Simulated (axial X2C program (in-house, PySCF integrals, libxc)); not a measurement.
**Ω levels of RuF⁺ from open-shell CI on d5 s1 p(π)0**

Calculated with an axial X2C code built on PySCF integrals: two-component X2C with atomic mean-field Coulomb and Gaunt terms, basis Ru dyall-v3z, F dyall-v3z (cores contracted in-house). Orbitals come from Hartree–Fock averaged over the configuration Ru d5 s1 p(π)0; CI then distributes these electrons over the d, s, p(π) shells of Ru.

R = 1.838 Å (near the minimum of the configuration average).

Active spinors (ω > 0):

```json
{"shell": "d", "ω": "3/2", "ε (eV)": "-17.22", "character": "100% Ru d"}
{"shell": "d", "ω": "5/2", "ε (eV)": "-16.94", "character": "100% Ru d"}
{"shell": "d", "ω": "1/2", "ε (eV)": "-16.12", "character": "91% Ru d, 7% F p"}
{"shell": "d", "ω": "3/2", "ε (eV)": "-15.96", "character": "92% Ru d, 7% F p"}
{"shell": "d", "ω": "1/2", "ε (eV)": "-14.92", "character": "80% Ru d, 11% F p, 5% Ru s"}
{"shell": "s", "ω": "1/2", "ε (eV)": "-10.35", "character": "74% Ru s, 22% Ru p"}
{"shell": "p(π)", "ω": "1/2", "ε (eV)": "-3.94", "character": "93% Ru p, 4% Ru d"}
{"shell": "p(π)", "ω": "3/2", "ε (eV)": "-3.84", "character": "93% Ru p, 4% Ru d"}
```

Lowest levels of this model:

```csv
Ω,energy (cm⁻¹),g∥,configuration
4,0,11.98,98% d6
3,390,8.06,98% d6
2,786,4.10,98% d6
1,1189,0.12,98% d6
0,1592,0.00,98% d6
0,1611,0.00,98% d6
3,3079,9.96,92% d6 + 6% d5 s1
2,3289,5.94,92% d6 + 6% d5 s1
1,3484,2.11,93% d6 + 5% d5 s1
0,3604,0.00,94% d6
0,3821,0.00,93% d6 + 6% d5 s1
1,3925,5.79,93% d6
0,7476,0.00,99% d5 s1
1,7480,3.99,99% d5 s1
2,7494,7.98,98% d5 s1
3,7524,11.97,98% d5 s1
2,8170,7.97,86% d6 + 14% d5 s1
0,8191,0.00,86% d6 + 13% d5 s1
4,11394,9.98,98% d6
3,12560,6.00,98% d6
0,13132,0.00,97% d6
0,15071,0.00,97% d6
5,17292,11.96,97% d6
4,18018,8.01,97% d6
6,20717,13.99,94% d6
5,21196,10.08,94% d6
4,21263,6.48,95% d6
```

g∥ is the magnitude of 2⟨Lz + ge Sz⟩ for the +Ω component.

(1) From Ω and g∥ of the lowest level, whose 2⟨Lz + ge Sz⟩ is positive, find ⟨Sz⟩ and ⟨Lz⟩ (ge = 2.0023).

Occupations of the active spinors in the lowest level by ω, shell by shell in order of energy: -5/2: 0.00; -3/2: 1.00 0.00 0.00; -1/2: 0.99 0.01 0.00 0.00; 1/2: 0.05 0.95 0.01 0.00; 3/2: 1.00 1.00 0.00; 5/2: 1.00. The leading determinant has weight 0.93 among 419.

This point took 1.4 s on 1 thread of Intel(R) Xeon(R) Platinum 8375C CPU @ 2.90GHz (Ice Lake) (shared host).

There is no dynamic correlation: spin–orbit spacings and, for f shells, spacings inside one term are the most reliable numbers, splittings between terms come out too wide, and energies between configurations are not reliable, so the lowest level need not be the ground state of the molecule. The lowest levels belong to d6, not to the averaged configuration, so orbitals and distance suit them less well. For d shells the ligand-field splittings (σ, π, δ) and their order can be off by a thousand cm⁻¹ or more. At most 4 roots were kept for each Ω > 0 (twice that for Ω = 0) within 3.2 eV of the lowest, so higher up levels can be missing between those listed; levels with Ω > 0 are doubly degenerate and listed once, Ω = 0 levels singly. Some active spinors are only partly of the character that their shell is named for, so the shell names and counts are nominal. States that fill the shells left empty in the average are placed too high.

## Answers

(1) Ω = ⟨Lz⟩ + ⟨Sz⟩ = 4 and ⟨Lz⟩ + ge⟨Sz⟩ = 5.990, so ⟨Sz⟩ = 1.99 and ⟨Lz⟩ = 2.01.
